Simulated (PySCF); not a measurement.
Compound: [OsH6]4- (charge -4 and singlet state).
Structure used (PBE0-D3(BJ)/def2-SVP), in Å, numbered top down from 1:
```xyz
7
OsH6 angstrom
Os    -0.2692   -0.2821    0.2746
H      0.3318    0.3276    1.7399
H      0.0267    0.0399   -1.2855
H      1.2856    0.0550   -0.0342
H     -1.7453    0.3017   -0.3261
H      0.0062    1.2870   -0.0223
H      0.3641   -1.7291   -0.3463
```

Jobs on this species (7 atoms, 86 electrons) with PySCF (density fitting). Hardware of each: one thread of an x86-64 server (shared host). Times come from a shared host and carry two figures at best.

| level and settings | work | basis functions | SCF cycles | wall time |
| --- | --- | --- | --- | --- |
| PBE0/pcSseg-1 (def2-TZVP on Os) | shieldings, charges and field gradients | 70 | ? | ? |
| B3LYP/pcSseg-1 (def2-TZVP on Os) | shieldings | 70 | 16 | 3.2 s |
| PBE0-D3(BJ)/def2-SVP, grid level 1 | geometry optimisation from a GFN2-xTB start | 62 | 258 | 56 s |

Task: Fill in the missing figures.

Result: 
- PBE0/pcSseg-1 (def2-TZVP on Os); shieldings, charges and field gradients: 3.5 s, 15 SCF cycles

Task: What do all jobs in the table cost together?

Result: About 63 s; the longest takes about 89 % of that, and about 18 times as long as the shortest.
